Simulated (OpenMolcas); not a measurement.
# W⁴⁺: effect of the level shift or regulariser

```json
{
  "Program": "OpenMolcas 26.06",
  "Basis": "ANO-R2 [8s6p5d3f2g]",
  "Scalar Hamiltonian": "X2C, finite nucleus",
  "Active space": "2 electrons in 5 orbitals (5d)",
  "State averaging": "2S+1 = 3 even, 10 roots; 2S+1 = 1 even, 15 roots",
  "Spin-orbit coupling": "state interaction with AMFI integrals over the reference wave functions, term energies averaged over their components"
}
```

Methods on the same reference wave functions:
A. CASSCF
B. SS-CASPT2, IPEA 0.25 Eh, imaginary shift 0.1 Eh (closed shells correlated: 5s 5p)
C. SS-CASPT2, IPEA 0.25 Eh, sigma2 regulariser 0.3 Eh (closed shells correlated: 5s 5p)

Energies in cm-1 above 5d2 3F2, the measured ground level; measured values from the list in J. Phys. B 45, 065001 (2012).

| Level | A | B | C | Measured |
| --- | --- | --- | --- | --- |
| 5d2 3F2 | 0.0 | 0.0 | 0.0 | 0.0 |
| 5d2 3F3 | 6521 | 6850 | 6820 |  |
| 5d2 3F4 | 12278 | 12430 | 12400 | 11519 |
| 5d2 3P0 | 14753 | 13360 | 13340 | 12839 |
| 5d2 1D2 [53 %] | 16228 | 14160 | 14270 |  |
| 5d2 3P1 | 18409 | 17340 | 17320 | 16331 |
| 5d2 1G4 | 25064 | 23510 | 23490 | 22346 |
| 5d2 3P2 [59 %] | 25651 | 23920 | 23970 | 22615 |
| 5d2 1S0 | 50063 | 44290 | 44260 | 43110 |

Deviations, from unrounded energies. A percentage is the sum of absolute deviations over the sum of measured energies, with the sign that they share, or ± where signs differ.

```
                        Against measurement  Levels      A     B     C
             mean absolute deviation (cm-1)       6   2900  1000  1000
      fine structure of the ground term (%)       1   +6.6  +7.9  +7.7
other terms of the ground configuration (%)       5  +14.2  +4.4  +4.4
```

B, C lie about equally close to measurement and A furthest from it. The largest miss of C in the table is 5d2 3P2 [59 %], by +1400 cm-1. The ranking rests on the paired levels alone, and a cruder setting can come out closer through cancelling errors.

Between B and C the level of the table that moves most is 5d2 1D2 [53 %], by 110 cm-1 (lowest in B, highest in C). Moves below CASPT2's spread within the term are not significant.

The mean deviations of B to C differ by less than CASPT2's widest spread within a term (250 cm-1), so their order carries little weight.

From A to B the spin-free energies of the other terms of 5d2 shown, above 3F, scale by factors of 0.68 to 0.88.

The lowest spin-free term lies below A's lowest term by 0.203 hartree in B, 0.203 hartree in C.

Term energies are means over components that CASPT2 splits; among the terms shown or strongly mixed into the levels shown the widest spread is 250 cm-1 (5d2 1G, C). Without dynamic correlation excited terms often stand tens of per cent too high (terms of higher spin than the ground term too low), and those without a measured partner can miss by more than the paired ones (holds for A). Measured partners are found by configuration, term and J. A level has none where our copy of the source lacks it or the pairing is in doubt (some pairs that miss far off the trend of their configuration count as doubtful), and it then counts in no deviation. Levels of configurations outside the active space are missing.

A share in square brackets marks a mixed level and gives the weight of the term that names it, the lowest over the columns.
